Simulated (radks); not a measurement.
Ionisation ladder of ytterbium, from Yb XLV to Yb LXVI. Each ion is in the ground configuration listed by NIST, and IE = E(next ion) - E(this ion). Calculated with a radial shooting solver on a logarithmic mesh with Libxc functionals: scalar-relativistic Kohn-Sham, PBEsol, spin-polarised, spherical densities, finite nucleus; open shells are filled with parallel spins first (spin-orbit coupling, left out, can overturn this in heavy ions); Fermi nuclear charge, rms radius 5.3108 fm.

| species | configuration | E (hartree) | IE, Delta-SCF (eV) | -e(HOMO) (eV) | HOMO | <r> HOMO (bohr) | IE, NIST (eV) | kind | error (eV) |
|---|---|---|---|---|---|---|---|---|---|
| Yb XLV | [Ar] 3d8 | -12635.3068 | 3698.5 | 3640.9 | 3d down | 0.187 | 3677 | theory | +21.5 |
| Yb XLVI | [Ar] 3d7 | -12499.3902 | 3817.5 | 3759.6 | 3d down | 0.185 | 3805 | theory | +12.5 |
| Yb XLVII | [Ar] 3d6 | -12359.0993 | 3937.2 | 3879.0 | 3d down | 0.184 | 3929 | theory | +8.2 |
| Yb XLVIII | [Ar] 3d5 | -12214.4088 | 4092.6 | 4032.1 | 3d up | 0.182 | 4051 | theory | +41.6 |
| Yb XLIX | [Ar] 3d4 | -12064.0103 | 4217.7 | 4156.7 | 3d up | 0.180 | 4238 | theory | -20.3 |
| Yb L | [Ar] 3d3 | -11909.0136 | 4343.8 | 4282.3 | 3d up | 0.179 | 4364 | theory | -20.2 |
| Yb LI | [Ar] 3d2 | -11749.3823 | 4470.7 | 4408.9 | 3d up | 0.178 | 4502 | theory | -31.3 |
| Yb LII | [Ar] 3d1 | -11585.0854 | 4598.3 | 4536.2 | 3d up | 0.176 | 4630 | theory | -31.7 |
| Yb LIII | [Ar] | -11416.1002 | 5072.4 | 5018.7 | 3p | 0.198 | 4988 | theory | +84.4 |
| Yb LIV | [Ne] 3s2 3p5 | -11229.6912 | 5184.6 | 5131.3 | 3p down | 0.197 | 5101 | theory | +83.6 |
| Yb LV | [Ne] 3s2 3p4 | -11039.1592 | 5295.0 | 5242.7 | 3p down | 0.196 | 5224 | theory | +71.0 |
| Yb LVI | [Ne] 3s2 3p3 | -10844.5723 | 5440.9 | 5385.4 | 3p up | 0.195 | 5339 | theory | +101.9 |
| Yb LVII | [Ne] 3s2 3p2 | -10644.6237 | 5555.8 | 5500.7 | 3p up | 0.194 | 5731 | theory | -175.2 |
| Yb LVIII | [Ne] 3s2 3p1 | -10440.4503 | 5668.8 | 5614.9 | 3p up | 0.193 | 5860 | theory | -191.2 |
| Yb LIX | [Ne] 3s2 | -10232.1239 | 6127.6 | 6078.8 | 3s | 0.197 | 6111 | theory | +16.6 |
| Yb LX | [Ne] 3s1 | -10006.9393 | 6251.2 | 6201.9 | 3s up | 0.196 | 6236 | theory | +15.2 |
| Yb LXI | [Ne] | -9777.2121 | 14114.1 | 13965.4 | 2p | 0.0727 | 13784 | theory | +330.1 |
| Yb LXII | [He] 2s2 2p5 | -9258.5298 | 14421.9 | 14274.3 | 2p down | 0.0722 | 14093 | theory | +328.9 |
| Yb LXIII | [He] 2s2 2p4 | -8728.5357 | 14723.8 | 14579.8 | 2p down | 0.0718 | 14435 | theory | +288.8 |
| Yb LXIV | [He] 2s2 2p3 | -8187.4457 | 15134.9 | 14980.2 | 2p up | 0.0712 | 14752 | theory | +382.9 |
| Yb LXV | [He] 2s2 2p2 | -7631.2474 | 15452.3 | 15298.8 | 2p up | 0.0708 | 16191 | theory | -738.7 |
| Yb LXVI | [He] 2s2 2p1 | -7063.3843 | 15763.6 | 15613.7 | 2p up | 0.0704 | 16570 | theory | -806.4 |

Reference values: NIST Atomic Spectra Database (exp. = measured, semi-emp. = semi-empirical, theory = theoretical value adopted there). The ionisation energy per charge of the ion left behind rises most, in proportion, at Yb LXI ([Ne]), from 104.19 to 231.38 eV. Open shells are spherical and high-spin; term and fine-structure splittings are not resolved. Spin-orbit splitting is averaged out at the scalar-relativistic level.
